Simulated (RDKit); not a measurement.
Input for RDKit: UFF on C4H4N2 (SMILES N#CCCC#N), a point of a torsion scan.

```python
from rdkit import Chem
from rdkit.Chem import AllChem, rdDetermineBonds

blocks = [
'''10

N    -2.33237062    0.09958582    1.25634068
C    -1.52070717    0.28999746    0.47635015
C    -0.50325260    0.55085587   -0.51598543
C     0.67416611   -0.44614333   -0.42666182
C     0.31405090   -1.66078022    0.26822767
N     0.04521101   -2.62790599    0.81218425
H    -0.98685871    0.47347480   -1.49513046
H    -0.14707223    1.57619972   -0.39109353
H     1.03163869   -0.70701515   -1.42564786
H     1.50476836    0.00293271    0.12744828
''',
]
mol = None
for b in blocks:
    f = Chem.MolFromXYZBlock(b)
    rdDetermineBonds.DetermineBonds(f, charge=0)
    mol = f if mol is None else Chem.CombineMols(mol, f)
Chem.SanitizeMol(mol)
print(Chem.MolToSmiles(Chem.RemoveHs(mol)))
ff = AllChem.UFFGetMoleculeForceField(mol, vdwThresh=100.0, ignoreInterfragInteractions=False)
e = ff.CalcEnergy()
print(f'UFF energy {e:.6f} kcal/mol')
```

The log:

```
N#CCCC#N
UFF energy 9.706585 kcal/mol
```

The run finished.

Cost: around 0.04 core-seconds (rough).
